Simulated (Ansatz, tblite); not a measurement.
Isomers of Ge₄H₅ (doublet), found by a short tight-binding search and relaxed with r2SCAN-D4/def2-SVP in Ansatz.

The xTB rows come from tblite.

Run but left out: HF/def2-TZVP, MP2/def2-TZVP (A: ⟨S²⟩ 1.28, where a pure state has 0.75).

Other spin states weren't relaxed.

A:

| atom | x (Å) | y (Å) | z (Å) |
| --- | --- | --- | --- |
| Ge1 | -1.084 | -1.638 | 0.817 |
| Ge2 | 1.404 | 0.895 | 0.289 |
| Ge3 | -0.944 | 0.796 | 0.918 |
| Ge4 | 0.641 | -1.125 | -0.830 |
| H5 | -2.406 | -2.305 | 0.353 |
| H6 | 2.363 | 0.625 | 1.455 |
| H7 | -0.152 | -0.606 | -2.078 |
| H8 | -1.712 | 1.284 | -0.358 |
| H9 | 1.891 | 2.074 | -0.566 |

B:

```xyz
9

Ge    1.733   -0.244    1.366
Ge    0.861    1.320   -0.310
Ge   -1.341    0.340   -0.809
Ge   -0.461   -1.249    0.832
H    -1.624   -0.360   -2.149
H     2.863   -1.270    1.057
H     0.250   -2.045   -0.344
H     0.201    2.192    0.835
H    -2.482    1.316   -0.478
```

C:

```xyz
9

Ge    1.500    0.148   -0.473
Ge    0.828   -1.949    0.597
Ge   -1.055   -0.461    1.082
Ge   -0.759    0.982   -0.862
H    -1.388    0.386   -2.129
H     0.470   -3.062   -0.427
H     2.007    1.038    0.709
H    -0.548    0.429    2.264
H    -1.056    2.490   -0.761
```

**Question.** Estimate which lies lowest at each level, and how far above it the others are (eV).

**Answer.** 
| level | A | B | C |
| --- | --- | --- | --- |
| GFN1-xTB | 0.31 | 0.24 | 0.00 |
| GFN2-xTB | 0.35 | 0.00 | 0.05 |
| LDA (SPW92)/def2-TZVP | 0.13 | 0.40 | 0.00 |
| PBE-D4/def2-TZVP | 0.13 | 0.37 | 0.00 |
| r2SCAN-D4/def2-TZVP | 0.11 | 0.40 | 0.00 |
| PBE0-D4/def2-TZVP | 0.12 | 0.41 | 0.00 |
Point groups (tolerance 0.1 Å): A Cs, B not assigned, C Cs. A and B have the same bonds, so they are conformers or stereoisomers. A and C have the same bonds, so they are conformers or stereoisomers. B and C have the same bonds, so they are conformers or stereoisomers. Lower isomers may exist.
